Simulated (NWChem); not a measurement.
All runs are NWChem calculations. System: F5Te, charge 0, spin multiplicity 2, at a geometry optimised with UPBE0/def2-SVP with def2 effective core potentials on Te. The structure started from a generated list of species. Its SCF solution wasn't tested for a lower state. Level: UMP2/def2-SVP with def2 effective core potentials on Te, 9 core orbitals frozen.

NWChem printed:

```
             Northwest Computational Chemistry Package (NWChem) 7.3.0
             --------------------------------------------------------

                                NWChem Input Module
                                -------------------

 Scaling coordinates for geometry "geometry" by  1.889725989
 (inverse scale =  0.529177249)

 Turning off AUTOSYM since
 SYMMETRY directive was detected!

                             Geometry "geometry" -> ""
                             -------------------------

 Output coordinates in angstroms (scale by  1.889725989 to convert to a.u.)

  No.       Tag          Charge          X              Y              Z
 ---- ---------------- ---------- -------------- -------------- --------------
    1 F                    9.0000     1.92650100     0.00000000    -0.17980800
    2 Te                  52.0000     0.00000000     0.00000000    -0.17000500
    3 F                    9.0000     0.00000000    -1.92649500    -0.17999800
    4 F                    9.0000     0.00000000     1.92649500    -0.17999800
    5 F                    9.0000     0.00000000     0.00000000     1.70186400
    6 F                    9.0000    -1.92650100     0.00000000    -0.17980800

 Effective nuclear repulsion energy (a.u.)     795.3498877122

            Nuclear Dipole moment (a.u.)
            ----------------------------
        X                 Y               Z
 ---------------- ---------------- ----------------
     0.0000000000     0.0000000000     0.0000151178

      Symmetry information
      --------------------

 Group name             C2v
 Group number             16
 Group order               4
 No. of unique centers     4

      Symmetry unique atoms

     1    2    3    5


 Summary of "ao basis" -> "" (spherical)
 ------------------------------------------------------------------------------
       Tag                 Description            Shells   Functions and Types
 ---------------- ------------------------------  ------  ---------------------
 *                          def2-svp                  on all atoms

 Summary of "ao basis" -> "ao basis" (spherical)
 ------------------------------------------------------------------------------
       Tag                 Description            Shells   Functions and Types
 ---------------- ------------------------------  ------  ---------------------
 F                          def2-svp                 6       14   3s2p1d
 Te                         def2-svp                10       26   4s4p2d
[...]
     2   0 2 0    -42.606915   -142.963247   -138.208240    238.564572
     2   0 1 1     -0.000000     -0.000000     -0.000000      0.000000
     2   0 0 2    -36.374205    -69.219309    -66.879917     99.725021

                   NWChem MP2 Semi-direct Energy/Gradient Module
                   ---------------------------------------------

  Basis functions       =     96
  Molecular orbitals    =     96
  Frozen core           =      9
  Frozen virtuals       =      0
  Active alpha occupied =     26
  Active beta occupied  =     25
  Active alpha virtual  =     61
  Active beta virtual   =     62
  Use MO symmetry       = T
  Use skeleton AO sym   = T

  AO/Fock/Back tols     =   1.0D-09  1.0D-09  1.0D-09

 GA uses MA = F    GA memory limited = T

 Available:
  local mem=  1.26D+08
 global mem=  1.44D+08
 local disk=  0.00D+00
  mp2_memr nvloc                    61
  nvloc new                    61
   1 passes of  26:        3145728                      59243                  23143841.
   1 passes of  26: M    126148151           G      144160768           F     123002423.

 Semi-direct pass number   1 of   1  for UHF alpha       at        1.0s
  vrange nnbf                  4289
  mp2_eaftype                    88  avail_ma_in_mb                  1099
 EAF : mp2_eaftype filesize          88   11571920.
  mp2_eaf for mointskh                     88
Node 0 wrote     54.4 Mb in      0.0 s     Agg I/O rate:  2545.3 Mb/s
 Done moints_semi at        2.9s
  mp2_eaftype                    88  avail_ma_in_mb                  1011
 EAF : mp2_eaftype filesize          88   11571920.
  mp2_eaf for kh                    88
 Done maket at        3.0s
 Done multipass loop at        3.0s

 GA uses MA = F    GA memory limited = T

 Available:
  local mem=  1.26D+08
 global mem=  1.44D+08
 local disk=  0.00D+00
  mp2_memr nvloc                    62
  nvloc new                    62
   1 passes of  25:        3145728                      58325                  22618867.
   1 passes of  25: M    126148151           G      144160768           F     123002423.

 Semi-direct pass number   1 of   1  for UHF beta        at        3.0s
  vrange nnbf                  4289
  mp2_eaftype                    86  avail_ma_in_mb                  1099
 EAF : mp2_eaftype filesize          86   11309434.
  mp2_eaf for mointskh                     86
Node 0 wrote     53.2 Mb in      0.0 s     Agg I/O rate:  5204.3 Mb/s
 Done moints_semi at        4.8s
  mp2_eaftype                    86  avail_ma_in_mb                  1013
 EAF : mp2_eaftype filesize          86   11309434.
  mp2_eaf for kh                    86
 Done maket at        4.9s
 Done multipass loop at        4.9s

          -------------------------------------------
          SCF energy                -763.658499979393
          Correlation energy          -1.094460796108
          Singlet pairs                0.000000000000
          Triplet pairs                0.000000000000
          Total MP2 energy          -764.752960775500
          -------------------------------------------

          ---------------------------------------------------
                    Spin Component Scaled (SCS) MP2
          Same spin pairs                     -0.310264216687
          Same spin scaling factor             0.333333333333
          Opposite spin pairs                 -0.784196579421
          Opposite spin scaling fact.          1.200000000000
          SCS-MP2 correlation energy          -1.044457300867
          Total SCS-MP2 energy              -764.702957280260
          ---------------------------------------------------

 -----------------------
 Performance information
 -----------------------

 Timer overhead =  1.48D-07 seconds/call

               Nr. of calls         CPU time (s)                 Wall time (s)                GFlops
             ---------------    -------------------     ------------------------------   -------------------
Name         Min   Avg   Max    Min     Avg     Max     Min     Avg     Max   Mx/calls   Min     Max     Sum
mp2: moin     2     2     2    3.5     3.5     3.5      3.5     3.5     3.5     1.8      0.0     0.0     0.0
mp2: make     2     2     2   0.32    0.32    0.32     0.32    0.32    0.32    0.16      0.0     0.0     0.0
mp2: tota     1     1     1    3.9     3.9     3.9      3.9     3.9     3.9     3.9      0.0     0.0     0.0

 The average no. of pstat calls per process was 5.00D+00
 with a timing overhead of 7.41D-07s

 Task  times  cpu:        4.9s     wall:        4.9s

 Total times  cpu:        4.9s     wall:        4.9s
```

### Question
Write an NWChem input that would produce this output.

### Answer
This is not unique; one that fits is 
```
start mol
memory heap 200 mb stack 900 mb global 1100 mb
geometry units angstroms nocenter noautoz
  F      1.926501     0.000000    -0.179808
  Te     0.000000     0.000000    -0.170005
  F      0.000000    -1.926495    -0.179998
  F      0.000000     1.926495    -0.179998
  F      0.000000     0.000000     1.701864
  F     -1.926501     0.000000    -0.179808
  symmetry group C2v
end
basis spherical
  * library def2-svp
end
ecp
  Te library def2-ecp
end
scf
  uhf
  nopen 1
  maxiter 100
  thresh 1e-7
  semidirect memsize 60000000 filesize 0
  # guess.movecs holds the orbitals of an unrestricted PBE0 run
  vectors input guess.movecs output mol.movecs
end
mp2
  freeze core 9
end
task mp2 energy
```
